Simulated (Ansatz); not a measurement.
```yaml
crystal:
  periodic: [false, false, false]
  atoms:
    - {symbol: N, position_ang: [-0.585546, 1.445081, -1.003612]}
    - {symbol: Si, position_ang: [0.366130, -0.130742, -0.522845]}
    - {symbol: C, position_ang: [0.339523, -0.861275, 1.390138]}
    - {symbol: S, position_ang: [-0.665040, -2.149682, 0.055873]}
    - {symbol: H, position_ang: [-0.401665, 1.927443, -2.005812]}
    - {symbol: H, position_ang: [-1.628355, 1.644373, -0.623356]}
    - {symbol: H, position_ang: [1.757508, -0.177903, -1.415039]}
    - {symbol: H, position_ang: [-0.407780, -0.374974, 2.218586]}
    - {symbol: H, position_ang: [1.324345, -1.374289, 1.886916]}
basis:
  gaussian: {orbitals: 6-31G, fitting: {mean_field: cc-pVTZ-jkfit}}
hamiltonian: {xc: {name: CAM-B3LYP}, dispersion: d3bj}
output: {forces: true}
```

```sh
$ ansatz run in.yaml --threads 2 --pin off --events-out ev --progress --plain --max-ram 4352MiB
```

Output, abridged:

```
Functional definition: CAM-B3LYP
550 factors; integrals over basis functions are off by at most 3.3e-3 eV
550 factors; integrals over basis functions are off by at most 4.5e-7 eV
mean field evaluation 1: about -21310.7939 eV, gradient 4.4e1 eV
mean field evaluation 2: about -21307.8694 eV, gradient 5.7e1 eV
mean field evaluation 4: about -21315.3891 eV, gradient 2.0e0 eV
mean field evaluation 8: about -21315.4036 eV, gradient 1.8e-1 eV
mean field evaluation 16: about -21315.4038 eV, gradient 2.3e-5 eV
mean field -21315.40375028 eV, -783.3266397232 hartree, gradient 2.3e-5 eV, S^2 0.000000; 0 other end points of the search recorded, 0 dependent functions left out
reference -21315.40386526 eV, -783.3266439487 hartree; 24, 24 occupied and 30, 30 virtual orbitals, 550 factors
Total energy: -21315.56991458 eV, -783.3327461487 hartree
Atom 0 at    -0.585546     1.445081    -1.003612 Å, force    -1.339086    -0.142646    -1.208453 eV/Å
Atom 1 at     0.366130    -0.130742    -0.522845 Å, force    -0.209612     0.630359     0.663518 eV/Å
Atom 2 at     0.339523    -0.861275     1.390138 Å, force     0.053191     0.148653     0.585387 eV/Å
Atom 3 at    -0.665040    -2.149682     0.055873 Å, force     1.083333     1.756654     0.548692 eV/Å
Atom 4 at    -0.401665     1.927443    -2.005812 Å, force    -0.575612    -1.710150     3.295546 eV/Å
Atom 5 at    -1.628355     1.644373    -0.623356 Å, force     3.500820    -0.766102    -1.223035 eV/Å
Atom 6 at     1.757508    -0.177903    -1.415039 Å, force    -1.815285     0.066330     1.141903 eV/Å
Atom 7 at    -0.407780    -0.374974     2.218586 Å, force     1.940264    -1.336951    -2.328950 eV/Å
Atom 8 at     1.324345    -1.374289     1.886916 Å, force    -2.638012     1.353853    -1.474609 eV/Å
Dipole moment:     0.124638     0.644850    -0.175195 e Å
```

Hardware: 2 threads of an Arm Neoverse V1 on a shared host. Wall time 1.1 s, peak host memory 0.13 GiB.
